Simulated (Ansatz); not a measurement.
System: BeF2 (charge 0, singlet). SMILES: [Be]([F])[F]
Geometry from a B3LYP-D3(BJ)/def2-TZVP (Ansatz, a quantum-chemistry and plane-wave program) optimisation:
```xyz
3

Be     0.0000     0.0000     0.0000
F      0.0000     0.0000    -1.3812
F      0.0000     0.0000     1.3812
```

Wanted: atomisation energy, in kcal/mol. Set-up: atomisation electronic, to ground-state atoms; valence correlation only; no dispersion term unless named; UHF or UKS for open shells; non-relativistic; LANL2DZ all-electron up to Ne; no spin-orbit coupling; six Cartesian d functions in 6-31G* and its kin unless marked 5d. Ab initio and DFT rows: single points at B3LYP-D3(BJ) geometries (Ansatz). The Hartree-Fock reference of Be atom is unstable towards a lower, spin-broken solution.

```json
[
 {"level": "HF/STO-3G", "program": "Ansatz", "atomisation energy (kcal/mol)": "197.7"},
 {"level": "HF/LANL2DZ", "program": "Ansatz", "atomisation energy (kcal/mol)": "200.9"},
 {"level": "SVWN5/6-31G*", "program": "Ansatz", "atomisation energy (kcal/mol)": "353.8"},
 {"level": "B3LYP/STO-3G", "program": "Ansatz", "atomisation energy (kcal/mol)": "308.1"},
 {"level": "B3LYP/6-31G*", "program": "Ansatz", "atomisation energy (kcal/mol)": "309.5"},
 {"level": "MP2/STO-3G", "program": "Ansatz", "atomisation energy (kcal/mol)": "234.7"},
 {"level": "B3LYP-D3(BJ)/def2-TZVPD", "program": "Ansatz + dftd3", "atomisation energy (kcal/mol)": "303.9"},
 {"level": "wB97X-V/def2-TZVPD", "program": "Ansatz", "atomisation energy (kcal/mol)": "300.7"}
]
```

No value to compare with is used here. The 6 habitual levels span 197.7 (HF/STO-3G) to 353.8 kcal/mol (SVWN5/6-31G*); B3LYP-D3(BJ)/def2-TZVPD gives 303.9.

The levels are drawn from those run, B3LYP/6-31G* more often than the rest, none by its result; left out are runs that failed, that the program found above a lower state of the same kind, or whose <S^2> lies over 0.5 above the pure value.
